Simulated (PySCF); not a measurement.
PySCF input file for C2H3Cl2FSi, SMILES Cl[SiH2]/C(F)=C\Cl, PBE0-D3(BJ)/def2-SVP. The structure is a stationary point at PBE0-D3(BJ)/def2-SVP. The structure was generated by enumeration; whether it is a known compound was not checked. One conformer was computed; it need not be the lowest.

```python
import numpy as np
from pyscf import gto, scf, dft, df
from pyscf.hessian import thermo

mol = gto.M(
    atom='''
    F     0.45091836    2.13062017   -1.02128586
    C     0.53765222    0.97701730   -0.34158071
    C     1.64897553    0.24730833   -0.49244907
    Cl    1.86079499   -1.25724436    0.30665340
    Si   -0.95003176    0.54905501    0.73920516
    Cl   -2.10150495   -0.89518363   -0.18606281
    H     2.47343219    0.56361540   -1.13709717
    H    -0.50414835    0.02932009    2.05622543
    H    -1.75480190    1.79003456    0.87771085
    ''',
    basis='def2-SVP',
    charge=0,
    spin=0,
    max_memory=1600,
    verbose=3,
)
mf = dft.RKS(mol, xc='pbe0').density_fit(auxbasis='def2-universal-jkfit')
mf.disp = 'd3bj'
mf.grids.level = 3
mf.conv_tol = 1e-11
mf.max_cycle = 100
mf.kernel()

# [left out here: the lines that compute and print the analytic Hessian (its translational invariance restored by hand, since the grid's response is missing), thermochemistry and intensities]
```

Log of the run:

```
converged SCF energy = -1386.64542322597

WARN: DFTD3 does not support analytical Hessian, using finite difference


WARN: Mole.unit (angstrom) is changed to Bohr

Mode                                 0                   1                   2
Irrep
Freq [cm^-1]                       22.4464            113.8614            159.4135
Reduced mass [au]                  12.4273              9.4832              6.3180
Force const [Dyne/A]                0.0037              0.0724              0.0946
Char temp [K]                      32.2953            163.8212            229.3605
Normal mode                   x     y     z       x     y     z       x     y     z
       0   F                -0.05 -0.06 -0.03   -0.07 -0.03 -0.04   -0.03 -0.04  0.02
       1   C                -0.01 -0.04  0.00   -0.02  0.01  0.01   -0.03 -0.03  0.06
       2   C                 0.02 -0.00  0.00   -0.05 -0.02 -0.04   -0.05 -0.05 -0.01
       3  Cl                 0.09  0.02  0.02   -0.06  0.00  0.02    0.07 -0.04 -0.02
       4  Si                 0.02 -0.05  0.03    0.04 -0.01  0.07   -0.08  0.08  0.02
       5  Cl                -0.08  0.07 -0.03    0.08  0.03 -0.05    0.04  0.01 -0.02
       6   H                -0.01  0.02 -0.02   -0.08 -0.09 -0.12   -0.11 -0.04 -0.08
       7   H                 0.04 -0.15 -0.02    0.07 -0.09  0.03   -0.19  0.16  0.09
       8   H                 0.07 -0.02  0.13    0.03 -0.03  0.16   -0.09  0.09 -0.13
Mode                                 3                   4                   5
Irrep
Freq [cm^-1]                      250.3753            309.6492            407.6584
Reduced mass [au]                   5.5387              5.7896              4.4535
Force const [Dyne/A]                0.2046              0.3271              0.4361
Char temp [K]                     360.2343            445.5162            586.5296
Normal mode                   x     y     z       x     y     z       x     y     z
       0   F                 0.05  0.05  0.07   -0.13 -0.01  0.09   -0.03  0.08  0.01
       1   C                -0.01 -0.01 -0.03    0.05 -0.05 -0.02   -0.11 -0.02 -0.12
       2   C                -0.08 -0.10 -0.17    0.08 -0.01 -0.04   -0.07 -0.01  0.05
       3  Cl                 0.02  0.03  0.05   -0.02 -0.01  0.02    0.03 -0.06  0.02
       4  Si                 0.00 -0.01 -0.01    0.04  0.02 -0.06    0.01  0.01 -0.03
       5  Cl                -0.01 -0.01 -0.00    0.01  0.02  0.01    0.03  0.02  0.01
       6   H                -0.14 -0.17 -0.27    0.11 -0.03 -0.01    0.02  0.07  0.21
       7   H                -0.00 -0.02 -0.01   -0.09  0.13  0.03    0.25 -0.07 -0.15
       8   H                -0.00 -0.01 -0.00    0.11  0.08 -0.26   -0.00 -0.02  0.20
Mode                                 6                   7                   8
Irrep
Freq [cm^-1]                      454.3023            555.0261            589.8560
Reduced mass [au]                   7.1844              9.9380              2.4838
Force const [Dyne/A]                0.8736              1.8038              0.5092
Char temp [K]                     653.6398            798.5589            848.6714
Normal mode                   x     y     z       x     y     z       x     y     z
       0   F                 0.06 -0.06  0.05   -0.01  0.05 -0.01   -0.00  0.07 -0.04
       1   C                -0.08 -0.15 -0.11    0.02 -0.02 -0.09    0.01  0.03 -0.06
       2   C                 0.03  0.01 -0.01    0.06  0.01 -0.03    0.03  0.02 -0.03
       3  Cl                -0.02  0.06 -0.02    0.00 -0.02  0.01    0.01 -0.03  0.01
       4  Si                -0.03 -0.01  0.03    0.02  0.07  0.09   -0.04 -0.09  0.04
       5  Cl                 0.03  0.02  0.00   -0.05 -0.06 -0.05    0.02  0.04  0.01
       6   H                 0.11  0.17  0.17    0.13  0.00  0.05    0.08 -0.02  0.02
       7   H                -0.02  0.06  0.05    0.01  0.12  0.12   -0.28  0.25  0.25
       8   H                 0.05  0.05 -0.03    0.05  0.09  0.03   -0.10 -0.08 -0.39
Mode                                 9                  10                  11
Irrep
Freq [cm^-1]                      617.2137            714.9834            848.5126
Reduced mass [au]                   2.6931              1.0508              1.4267
Force const [Dyne/A]                0.6045              0.3165              0.6052
Char temp [K]                     888.0330           1028.7020           1220.8207
Normal mode                   x     y     z       x     y     z       x     y     z
       0   F                 0.02 -0.02  0.00   -0.00 -0.02  0.02    0.01  0.01  0.02
       1   C                -0.08  0.00  0.02    0.02 -0.01  0.01   -0.03 -0.04 -0.07
       2   C                -0.12 -0.01  0.07    0.03 -0.00 -0.01    0.06  0.07  0.11
       3  Cl                 0.01  0.01 -0.01   -0.00  0.00 -0.00   -0.00 -0.00 -0.00
       4  Si                 0.10 -0.00  0.00   -0.00  0.00  0.00    0.00  0.00 -0.00
       5  Cl                -0.02 -0.01 -0.02   -0.01  0.01 -0.01    0.00  0.00  0.00
       6   H                -0.15  0.05  0.06    0.01 -0.02 -0.04   -0.35 -0.38 -0.64
       7   H                -0.04  0.33  0.18    0.55  0.41 -0.02   -0.03 -0.04 -0.01
       8   H                 0.06  0.02 -0.40   -0.58 -0.38 -0.01   -0.01 -0.01 -0.01
Mode                                12                  13                  14
Irrep
Freq [cm^-1]                      861.2732            926.2721            938.4435
Reduced mass [au]                   1.1878              2.8658              1.1502
Force const [Dyne/A]                0.5191              1.4487              0.5968
Char temp [K]                    1239.1804           1332.6994           1350.2112
Normal mode                   x     y     z       x     y     z       x     y     z
       0   F                 0.01 -0.00 -0.00    0.02 -0.04  0.01    0.01 -0.02  0.01
       1   C                -0.01  0.01  0.04   -0.07  0.01  0.02   -0.02  0.01  0.01
       2   C                 0.01  0.05 -0.03    0.00  0.16 -0.11    0.00  0.06 -0.03
       3  Cl                -0.00 -0.01  0.01   -0.00 -0.05  0.03    0.00 -0.02  0.01
       4  Si                -0.05 -0.03  0.01    0.02  0.02  0.00    0.01 -0.01 -0.04
       5  Cl                 0.00 -0.00 -0.01   -0.00 -0.00  0.00   -0.00 -0.00 -0.00
       6   H                -0.04  0.03 -0.10   -0.08  0.35 -0.13   -0.05  0.12 -0.07
       7   H                 0.57  0.26 -0.09   -0.06 -0.27 -0.09   -0.26  0.52  0.28
       8   H                 0.52  0.36 -0.15   -0.16 -0.08 -0.20    0.12 -0.01  0.64
Mode                                15                  16                  17
Irrep
Freq [cm^-1]                     1182.6593           1275.0012           1692.8077
Reduced mass [au]                   2.2722              2.3399              9.2247
Force const [Dyne/A]                1.8724              2.2412             15.5747
Char temp [K]                    1701.5834           1834.4428           2435.5734
Normal mode                   x     y     z       x     y     z       x     y     z
       0   F                -0.01  0.09 -0.05   -0.01 -0.05  0.04   -0.00  0.02 -0.01
       1   C                 0.01 -0.14  0.08    0.11  0.10 -0.12    0.17 -0.12 -0.01
       2   C                 0.05 -0.06  0.02   -0.03 -0.05  0.04   -0.15  0.12  0.01
       3  Cl                -0.01  0.00  0.00   -0.00 -0.00  0.00    0.00 -0.00  0.00
       4  Si                 0.01  0.00 -0.00   -0.02 -0.01  0.01   -0.01  0.00  0.00
       5  Cl                -0.00  0.00 -0.00    0.00  0.00  0.00   -0.00 -0.00  0.00
       6   H                -0.30  0.53 -0.16   -0.35  0.49 -0.11   -0.04 -0.12  0.10
       7   H                 0.01  0.01  0.00    0.02 -0.01  0.00    0.01 -0.01 -0.00
       8   H                -0.01 -0.02  0.01    0.02  0.03 -0.03   -0.01 -0.02  0.02
Mode                                18                  19                  20
Irrep
Freq [cm^-1]                     2276.3210           2287.5311           3229.8324
Reduced mass [au]                   1.0292              1.0540              1.0943
Force const [Dyne/A]                3.1420              3.2494              6.7260
Char temp [K]                    3275.1191           3291.2479           4647.0097
Normal mode                   x     y     z       x     y     z       x     y     z
       0   F                -0.00 -0.00  0.00    0.00 -0.00  0.00    0.00 -0.00  0.00
       1   C                 0.00  0.00 -0.00   -0.00  0.00 -0.00   -0.01  0.00  0.00
       2   C                 0.00 -0.00  0.00    0.00  0.00 -0.00    0.07  0.02 -0.05
       3  Cl                 0.00  0.00 -0.00   -0.00 -0.00  0.00   -0.00 -0.00  0.00
       4  Si                -0.01  0.01  0.02   -0.02  0.03 -0.02    0.00  0.00 -0.00
       5  Cl                 0.00  0.00  0.00   -0.00  0.00 -0.00   -0.00 -0.00  0.00
       6   H                -0.00  0.00  0.00    0.00 -0.00 -0.00   -0.73 -0.26  0.56
       7   H                -0.19  0.23 -0.54    0.23 -0.27  0.68   -0.00 -0.00  0.00
       8   H                 0.42 -0.64 -0.06    0.33 -0.50 -0.06    0.00  0.00  0.00
temperature 298.1500 [K]
pressure 101325.00 [Pa]
Rotational constants [GHz] 2.06538 1.28572 0.90099
Symmetry number 1
Zero-point energy (ZPE) 0.04491 [Eh]   117912.553 [J/mol]
                           tot       elec      trans        rot        vib
Entropy [J/mol/K]       374.292      0.000    170.817    122.536     80.940
Cv [J/mol/K]            102.276      0.000     12.472     12.472     77.332
Cp [J/mol/K]            110.590      0.000     20.786     12.472     77.332
Internal energy [J/mol]                      3718.434   3718.434 129863.418
Internal energy [Eh]   -1386.59313  -1386.64542
Enthalpy [J/mol]                             6197.391   3718.434 129863.418
Enthalpy [Eh]          -1386.59218
Gibbs free energy [J/mol]                  -44731.588 -32815.529 105731.148
Gibbs free energy [Eh] -1386.63469
static polarisability / bohr^3: [[70.45  -7.255 -2.608]
 [-7.258 63.951 -2.434]
 [-2.601 -2.434 48.396]]
largest difference of analytic and finite-field dipole derivatives / e: 0.0008560892303033363
mode   freq/cm-1   IR/(km/mol)   Raman/(A^4/amu)   depolarisation
   1       22.45         0.332             1.400            0.717
   2      113.86         0.419             2.576            0.667
   3      159.41         4.843             2.732            0.730
   4      250.38         1.703             1.742            0.749
   5      309.65         8.812             0.388            0.253
   6      407.66         1.005             4.465            0.699
   7      454.30        10.321             2.693            0.365
   8      555.03        53.865             9.586            0.061
   9      589.86        28.681             4.190            0.659
  10      617.21        49.172             3.361            0.670
  11      714.98         2.583            13.922            0.745
  12      848.51        27.590             3.184            0.750
  13      861.27       233.907            10.148            0.748
  14      926.27        89.782             5.091            0.750
  15      938.44        87.644            13.148            0.729
  16     1182.66        99.105             4.707            0.750
  17     1275.00        33.975             5.141            0.566
  18     1692.81         7.380            53.115            0.206
  19     2276.32        74.254           194.974            0.069
  20     2287.53        76.952            75.696            0.741
  21     3229.83         6.660           126.427            0.289
max |gradient| / (hartree/bohr): 7.106519786516749e-05
APT charges: [-0.5194  0.1262  0.1557 -0.2293  1.3943 -0.5078  0.0811 -0.2478 -0.253 ]
```

The calculation finished and met its thresholds.

Cost: about 6 core-minutes (a rough figure).
